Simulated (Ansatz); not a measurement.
BBrH2 (SMILES BBr) moved off its minimum; all values from Ansatz (a program for electronic structure), cores frozen in correlated methods.
(charge 0, multiplicity 1)
```xyz
4

B     -0.84146    -1.38902     0.21477
H     -0.47544    -1.99354     1.00163
H     -1.91239    -1.45059    -0.34607
Br     0.12359     0.40939    -0.12282
```

| level | largest force (eV/Å) | on atom | rms difference from CCSD(T)/aug-cc-pVTZ (eV/Å) | dipole (D) |
|---|---|---|---|---|
| HF/def2-TZVPP | 6.09 | B1 | 0.118 | 2.00 |
| PBE/def2-TZVPP | 6.04 | B1 | 0.087 | 1.15 |
| r2SCAN/def2-TZVPP | 6.06 | B1 | 0.027 | 1.38 |
| B3LYP/def2-TZVPP | 5.90 | B1 | 0.094 | 1.39 |
| wB97M-V/def2-TZVPP | 6.04 | B1 | 0.078 | 1.51 |
| MP2/aug-cc-pVTZ | 6.19 | B1 | 0.059 | 1.55 |
| CCSD(T)/aug-cc-pVTZ | 6.10 | B1 | 0.000 | 1.45 |

The differences count from one level among others, with limits of its own. Forces at CCSD(T)/aug-cc-pVTZ (eV/Å):

| atom | Fx | Fy | Fz |
|---|---|---|---|
| B1 | -1.676 | 4.828 | -3.324 |
| H2 | 1.781 | -2.662 | 2.978 |
| H3 | 0.713 | -0.231 | 0.072 |
| Br4 | -0.819 | -1.934 | 0.274 |
